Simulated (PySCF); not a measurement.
SbCl⁺ at M06

Computed with M06; Sb def2-TZVPPD with ECP28, Cl def2-TZVPPD; scalar-relativistic core potentials (PySCF 2.14).

```json
{"state": "²Π (doublet), unpaired electrons π ↑", "bond length": "2.246 Å", "harmonic wavenumber": "452 cm⁻¹", "force constant": "3.26 mdyn/Å", "rotational constant Be": "0.1232 cm⁻¹", "anharmonicity ωexe": "1.19 cm⁻¹", "vibration–rotation constant αe": "0.000449 cm⁻¹", "well depth De to Sb⁺ + Cl": "392 kJ/mol", "dissociation energy D0": "389 kJ/mol", "bond order (Mayer)": "1.38", "dipole moment (positive dipole points towards Cl; it is taken about the centre of mass and depends on that origin)": "-1.62 D"}
```

These are scalar-relativistic numbers at best; spin–orbit coupling would shift them, the dissociation energy most. For an ion De counts to the pair picked by the measured ionisation energies or electron affinities, which need not be the lowest pair at this level. The state was picked by a PBE0 search and need not be the measured ground state.
